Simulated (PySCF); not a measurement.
# Computed structure and properties of BiO(OH)

System: BiO(OH) (singlet); start: template (C1). Method: PySCF 2.14.0, RKS PBE0, Bi def2-SVP with ECP60, O def2-SVP, H def2-SVP; non-relativistic Hamiltonian with scalar-relativistic core potentials where named; density fitting; no spin-orbit coupling.

Input of the relaxation:

```python
mol = gto.M(atom='''
Bi     0.03112    -0.00038    -0.10429
O      1.58462    -0.00038     0.59091
O     -1.81628    -0.00038     0.72251
H     -2.77588     0.09022     0.78151''',
    basis={'Bi': 'def2-SVP', 'O': 'def2-SVP', 'H': 'def2-SVP'},
    ecp={'Bi': 'def2-SVP'},
    charge=0, spin=0)
mf = dft.RKS(mol, xc='PBE0')
mf.grids.atom_grid = (50, 194)
mf = mf.density_fit()  # fitting sets: Bi def2-universal-JKFIT, O def2-universal-JKFIT, H def2-universal-JKFIT
mf.conv_tol = 1e-08; mf.max_cycle = 55
mf.kernel(dm0)  # dm0: converged density of the start geometry
# quasi-Newton relaxation in Cartesian coordinates to a largest gradient under 0.00045 Eh/bohr, steps kept in the point group
```

Run from Python with OMP_NUM_THREADS=2; the lines above give its settings. Where DIIS fails, smearing, a level shift and second-order steps follow.
It took 13 s on 2 threads of Arm Neoverse V1, with other jobs on the host, from the converged density of the start.

Course of the relaxation:

```tsv
step	energy above end (eV)	largest force component within the symmetry (eV/Å)
0	2.2515	12.085
1	0.6873	2.346
2	0.4821	1.841
3	0.1764	1.696
4	0.1139	0.888
5	0.0719	0.843
6	0.0427	0.633
7	0.0205	0.906
8	0.0085	0.397
9	0.0061	0.556
10	0.0002	0.066
11	0.0000	0.014
12	0.0000	0.012
```

Relaxed geometry (Cs):

```xyz
4

Bi   -0.1421    0.0043   -0.4007
O     1.3889   -0.0066    0.7513
O    -1.6755    0.0378    1.0285
H    -2.5478    0.0536    0.6115
```

```json
{"contact": "Bi1–O2 (O)", "Å": "1.916"}
{"contact": "Bi1–O3 (OH)", "Å": "2.096"}
```

On the finer grid (75, 302):

The HOMO is -7.25 eV. The LUMO is -2.93 eV and the dipole about the centre of mass is 5.76 D. The set of Mulliken populations of Bi1 outside the core potential is s 3.91, p 7.99, d 10.19 and the D3(BJ) dispersion energy (not in the energies) is -0.053 eV.

```
atom  Mulliken (e)  Löwdin (e)  spin (e)
 Bi1          0.91        0.78      0.00
  O2         -0.58       -0.49      0.00
  O3         -0.51       -0.34      0.00
  H4          0.18        0.06      0.00
```

On the grid (50, 194), as all that follows. Harmonic modes: a minimum; lowest 210 cm⁻¹ (negative: unstable), highest 3852 cm⁻¹, zero-point energy 0.406 eV.

Rigid scan of O along the line from its metal:

distance to O2 (Å), energy (eV) and a bar:
```
     1.62      2.613 ##############################
     1.72      0.969 ###########
     1.82      0.203 ##
     1.92      0.000 
     2.02      0.149 ##
     2.12      0.510 ######
     2.22      0.990 ###########
     2.37      1.800 #####################
```

Taking off one OH (charge -1, singlet; the rest: singlet) in vacuum, both parts rigid, costs 11.10 eV; the small basis without counterpoise inflates it. Most of it is the attraction of opposite charges; other ways to part are cheaper, and one spin state was tried for the rest.

Rigid scan of OH along the line from its metal:

```csv
distance to O3 (Å),energy (eV)
1.80,1.364
1.90,0.512
2.00,0.109
2.10,0.000
2.20,0.079
2.30,0.275
2.50,0.837
2.80,1.763
3.20,2.807
3.70,3.718
```

One start shape was tried, so this needn't be the lowest isomer.
